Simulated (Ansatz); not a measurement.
One geometry of `[OH][Al]([OH])[O][SiH3]`, several functionals.

```yaml
crystal:
  periodic: [false, false, false]
  atoms:
    - {symbol: O, position_ang: [0.325758, 1.394363, -2.268100]}
    - {symbol: Al, position_ang: [0.865807, 0.534301, -0.924359]}
    - {symbol: O, position_ang: [2.533629, 0.376745, -0.748864]}
    - {symbol: O, position_ang: [-0.205876, -0.132309, 0.183278]}
    - {symbol: Si, position_ang: [-1.203821, -0.766102, 1.292587]}
    - {symbol: H, position_ang: [-0.601479, 1.536179, -2.447471]}
    - {symbol: H, position_ang: [2.931119, -0.091447, -0.017552]}
    - {symbol: H, position_ang: [-2.429113, 0.067850, 1.420065]}
    - {symbol: H, position_ang: [-1.601649, -2.142966, 0.894846]}
    - {symbol: H, position_ang: [-0.531373, -0.827712, 2.618470]}
basis:
  gaussian: {orbitals: def2-TZVPP}
hamiltonian: {xc: pbe0, dispersion: d4}
output: {orbitals: {seedname: orbitals}}
```

```sh
$ ansatz run in.yaml --threads 4 --pin off --events-out ev --progress --plain --max-ram 10444MiB
```

Output, abridged:

```
Functional definition: PBE0
1339 factors; their error is unknown
mean field evaluation 1: about -20678.8564 eV, gradient 9.5e1 eV
mean field evaluation 2: about -20651.6021 eV, gradient 1.5e2 eV
mean field evaluation 4: about -20693.0867 eV, gradient 1.6e0 eV
mean field evaluation 8: about -20693.0877 eV, gradient 4.3e-2 eV
mean field evaluation 16: about -20693.1295 eV, gradient 1.6e-5 eV
mean field -20693.12945626 eV, -760.4584812105 hartree, gradient 1.6e-5 eV, S^2 0.000000; 0 other end points of the search recorded, 0 dependent functions left out
reference -20693.12949248 eV, -760.4584825417 hartree; 28, 28 occupied and 219, 219 virtual orbitals, 1339 factors
Total energy: -20693.29128665 eV, -760.4644283677 hartree
```

Hardware: 4 threads of an Arm Neoverse V2 on a shared host. Wall time 2.8 s, peak host memory 0.6 GiB.

Changing it to `hamiltonian: {xc: {name: wB97X-V}}` (abridged; 7 s):

```
Functional definition: wB97X-V
mean field -20701.86863763 eV, -760.7796402025 hartree, gradient 6.5e-5 eV, S^2 0.000000
Total energy: -20701.86863519 eV, -760.7796401125 hartree
```

Changing it to `hamiltonian: {xc: hse06, dispersion: d4}` (abridged; 3 s):

```
Functional definition: HSE06
mean field evaluation 16: about -20692.5050 eV, gradient 1.8e-5 eV
mean field -20692.50502272 eV, -760.4355337014 hartree, gradient 1.8e-5 eV, S^2 0.000000
Total energy: -20692.65707789 eV, -760.4411216258 hartree
```

With the line `hamiltonian: {xc: lda}` (abridged; 1.1 s):

```
Functional definition: SPW92
mean field evaluation 16: about -20601.4217 eV, gradient 1.2e-4 eV
mean field -20601.42166432 eV, -757.0882820188 hartree, gradient 2.7e-5 eV, S^2 0.000000
Total energy: -20601.42170986 eV, -757.0882836923 hartree
```

Changing it to `hamiltonian: {xc: {name: r2SCAN0}, dispersion: d4}` (abridged; 4.9 s):

```
Functional definition: r2SCAN0
mean field evaluation 16: about -20700.7890 eV, gradient 2.5e-5 eV
mean field -20700.78904033 eV, -760.7399657333 hartree, gradient 2.5e-5 eV, S^2 0.000000
Total energy: -20700.84576426 eV, -760.7420502993 hartree
```

With the line `hamiltonian: {xc: {name: B3LYP}, dispersion: d4}` and forces (abridged; 4.2 s):

```
Functional definition: B3LYP
mean field evaluation 16: about -20707.7093 eV, gradient 2.5e-5 eV
mean field -20707.70932937 eV, -760.9942816648 hartree, gradient 2.5e-5 eV, S^2 0.000000
Total energy: -20708.01518003 eV, -761.0055214693 hartree
Atom 0 force    -0.017823     0.031645    -0.049118 eV/Å
Atom 1 force     0.003613     0.002515    -0.005780 eV/Å
Atom 2 force     0.060753    -0.004552     0.005060 eV/Å
Atom 3 force     0.029991     0.019193    -0.034716 eV/Å
Atom 4 force    -0.153140    -0.097776     0.167701 eV/Å
Atom 5 force    -0.035840     0.029254    -0.045629 eV/Å
Atom 6 force     0.060133    -0.014649     0.020201 eV/Å
Atom 7 force     0.073448    -0.052802    -0.005251 eV/Å
Atom 8 force     0.022710     0.084783     0.026864 eV/Å
Atom 9 force    -0.043844     0.002389    -0.079332 eV/Å
Dipole moment:    -0.205520    -0.127883     0.215407 e Å
```

HSE06 is the plane-wave form, built on full-range PBE exchange.

B3LYP takes the VWN-RPA correlation (the form of Gaussian; ORCA's B3LYP/G).
